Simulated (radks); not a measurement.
Excited configurations of F3+: one electron is placed in a higher orbital outside [He] 2s2 2p1. The ground configuration is [He] 2s2 2p2. Calculated with a radial shooting solver on a logarithmic mesh with Libxc functionals: scalar-relativistic Kohn-Sham, BLYP, spin-polarised, spherical densities, finite nucleus; open shells are filled with parallel spins first; Fermi nuclear charge, rms radius 2.8976 fm. Excitation = E - E(ground); binding = E(ion) - E, where the ion is the core of charge +4; n* = 4/sqrt(2 binding) in atomic units, and the quantum defect is n - n*.

outer orbital  excitation (eV)  binding (eV)     n*  quantum defect  eigenvalue (eV)  <r> (bohr)
3s                      51.942        35.966  2.460           0.540          -31.764       2.321
3p                      56.351        31.557  2.626           0.374          -27.475       2.405
4p                      70.894        17.013  3.577           0.423          -15.030       4.671
5s                      76.463        11.445  4.361           0.639          -10.238       7.292
5d                      78.128         9.779  4.718           0.282           -8.647       7.790
6d                      81.069         6.839  5.642           0.358           -6.095       11.52
7f                      83.016         4.892  6.671           0.329           -4.338       15.77

The Delta-SCF ionisation energy is 87.908 eV (NIST Atomic Spectra Database: 87.18 eV, semi-empirical). Self-interaction in the functional shifts the binding energies and quantum defects, so they are the method's values and not measured ones. Open shells are spherical and high-spin; term and fine-structure splittings are not resolved.
